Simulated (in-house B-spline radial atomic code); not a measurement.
## BSE on G0W0@HF excitations of the oxygen ion O⁴⁺

Method: BSE on G0W0@HF. Computed with an all-electron radial atomic-structure program (B-spline basis): linear response of the closed shell [He] 2s2 with a statically screened interaction on G0W0 levels; scalar-relativistic (spin-free one-electron X2C), finite nucleus, no spin-orbit coupling, no double excitations, S, P, D and F terms only.

Command:
```bash
python run_td.py task.json out
```
Settings (radii: box in bohr, nucleus in fm):
```
Z                        8
electrons                4
configuration            [He] 2s2
hamiltonian              x2c
method                   bse
box_radius               19.1
rms_radius               2.6991
intervals                73
```

Run time, properties included: 0.5 s on 1 thread of Intel(R) Xeon(R) Platinum 8488C (Sapphire Rapids), with other jobs on the host.

The lowest states, in the order of their Tamm-Dancoff energies; the method's threshold (minus the highest G0W0 level) is 113.44 eV. Labels give the largest channel, * marks a mixed state, and oscillator strengths are full-response dipole values. Energies in eV:

```csv
state,full response,Tamm-Dancoff,oscillator strength
2s → 2p 3P,8.859,9.478,-
2s → 2p 1P,18.855,20.342,0.488
2s → 3s 3S,67.86,67.88,-
2s → 3s 1S,70.10,70.12,-
2s → 3p 3P,72.23,72.24,-
2s → 3p 1P,?,?,?
2s → 3d 3D,?,?,-
2s → 3d 1D,75.91,75.92,-
2s → 4s 3S,89.17,89.17,-
2s → 4s 1S,89.86,89.87,-
```

Task: Where does 2s → 3d 3D lie?

Result: At 74.46 eV in full response, 74.47 eV in Tamm-Dancoff.

Task: Where does 2s → 3p 1P lie?

Result: At 73.02 eV in full response, 73.03 eV in Tamm-Dancoff, oscillator strength 0.39.

Task: How large is the singlet-triplet splitting of 2s → 2p (P terms) in Tamm-Dancoff?

Result: 10.9 eV, from the unrounded values.

Task: What polarisabilities and dispersion coefficient does the method give?

Result: Dipole 1.111 bohr³, quadrupole 0.4827 bohr⁵, C6 0.7264 hartree·bohr⁶ for two such species.
